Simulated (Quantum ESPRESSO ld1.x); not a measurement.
The numbers below are computed, except where a source is named.
Problem. The mean radii <r> (bohr) of the occupied orbitals of an atom or ion are listed with their occupations. Code: ld1.x of Quantum ESPRESSO 7.5. Model: non-relativistic Kohn-Sham, PW91, spin-unpolarised, spherical densities, point nucleus.

orbital  occ.      <r>
1s          2  0.09729
2s          2   0.4800
2p          6   0.4413
3s          2    1.524
3p          1    1.663

Name the element and its charge.

Solution. Z = 16, sulfur, charge +3: S3+ in [Ne] 3s2 3p1. The 1s radius gives Z: for a bare nucleus <r> = 1.5/Z, 0.09375 bohr for Z = 16, and screening makes it slightly larger (0.09729 here). The occupations add up to 13, and the charge is Z minus that.
